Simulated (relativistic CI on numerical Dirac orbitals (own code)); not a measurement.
Hyperfine structure of Cd¹⁴⁺, mass number 111

Method of calculation: Dirac-Coulomb-Breit CI, separate exchange-only KLI orbitals for each configuration, model QED, unscaled Slater integrals (own radial code, finite nucleus).

Configuration list (outside the closed core [Ar] 3d10): 4s2.4p4, 4s.4p5, 4p6, 4s2.4p3.4d, 4s.4p4.4d, 4s2.4p3.4f, 4s.4p4.4f, 4p5.4d, 4s.4p3.4d2, 4s2.4p3.5s, 4s2.4p2.4d.4f, 4p4.4d2, 4p3.4d3, 4p3.4d2.4f, 4p3.4d2.5s. Double excitations out of closed p, d and f shells are left out; levels of such configurations are missing from the list, as are those of other unlisted configurations, and high levels can miss mixing partners.

Nuclear spin I = 1/2, μ = -0.594 μN (tables of Stone and Pyykkö). The electronic factors are computed for point nuclear moments, without core polarisation or the Bohr-Weisskopf and QED corrections.

```
           Level   E (eV)  A (MHz)
    4s2.4p4 3P_2   0.0000    -9253
    4s2.4p4 3P_1   6.8260     2286
    4s2.4p4 1D_2   9.4138   -21610
    4s.4p5 3P°_2  43.9567   -50250
    4s.4p5 3P°_1  47.4321   -11470
    4s.4p5 1P°_1  57.3709   -66250
4s2.4p3.4d 5D°_3  60.7792    -3852
4s2.4p3.4d 5D°_1  61.1893    -1234
```

Levels with J = 0, under 50 % of one LS term, or S terms without an open s electron are left out. Small factors come from cancelling terms and can be off by tens of per cent or more.

At this charge energies of transitions that change n are usually good to better than 1 %, and those within a shell (Δn = 0) to a few per cent.

(1) Give the hyperfine levels of 4s2.4p4 3P_2 relative to its centre of gravity.

Answers

(1) With K = F(F + 1) − I(I + 1) − J(J + 1), E = AK/2: F = 3/2: 13880, F = 5/2: -9253 MHz.

LS names give the leading component of a level, which can be under half, so a name can repeat, a term be missing and a line seem to break the LS rules.
